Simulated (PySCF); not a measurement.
H3InS. Atoms are numbered in the order given.

```xyz
5

In    -0.0016     0.5838     0.0000
H      1.5435     1.3306     0.0000
H     -1.5694     1.2857     0.0000
S      0.0846    -1.8273     0.0000
H     -1.2495    -1.9878     0.0000
```
Charge 0, spin multiplicity 1.

Coordinates come from a B3LYP-D3(BJ)/def2-TZVP optimisation. The def2 effective core potentials stand for the cores of In; spin–orbit coupling is left out.

Level of theory: HF/def2-TZVPD run with PySCF.

Symmetry labels are those of the subgroup Cs that the program uses (full group Cs).

Computed valence orbital energies around the gap with their symmetry:
| orbital | symmetry | energy (eV) |
|---|---|---|
| HOMO−7 | A" | -28.33 |
| HOMO−6 | A' | -28.28 |
| HOMO−5 | A' | -25.16 |
| HOMO−4 | A' | -15.42 |
| HOMO−3 | A' | -14.07 |
| HOMO−2 | A' | -11.61 |
| HOMO−1 | A' | -10.72 |
| HOMO | A" | -10.04 |
| LUMO | A" | 0.60 |
| LUMO+1 | A' | 1.01 |
| LUMO+2 | A' | 1.53 |
| LUMO+3 | A' | 2.01 |
